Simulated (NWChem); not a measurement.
## Basis-set convergence for H4BFN2

```xyz
8

B      0.0000     0.0000     0.0184
F      0.0000     0.0000     1.3808
N     -1.2587     0.0000    -0.6419
H     -2.1292     0.0000    -0.1149
H     -1.3818     0.0000    -1.6512
N      1.2587     0.0000    -0.6419
H      1.3818     0.0000    -1.6512
H      2.1292     0.0000    -0.1149
```
Charge 0, spin multiplicity 1.

Program: NWChem. The geometry was optimised at PBE/def2-SVP, a minimum by its harmonic frequencies. It is one conformer; others weren't searched.

Quantity: vertical ionisation energy at the level ΔPBE0 (Δ: difference of total energies, the cation a doublet at the parent's geometry; it is the state that the SCF runs reached, from PBE0 orbitals for Hartree-Fock references, and need not be the lowest).

The Pople sets run with spherical d functions. The structure started from a generated list of species. The stability of the SCF solutions was not checked.

Costs are rough ratios of processor time within this set of runs, SCF included, with 6-31G* as 1.

```tsv
basis	functions	vertical ionisation energy (eV)	relative cost
6-31G*	64	9.15	1
pcseg-1	76	9.49	under 3
def2-SVP	76	9.30	under 3
cc-pVDZ	76	9.20	under 3
6-31+G*	80	9.47	under 3
pcseg-2	176	9.53	5
```

Smallest basis within 0.1 eV of pcseg-2, the largest set run: pcseg-1, with 76 functions against 176 and about 20 % of the time (also within reach: 6-31+G*). pcseg-2 isn't the basis-set limit itself, and a small set can land close by cancellation.
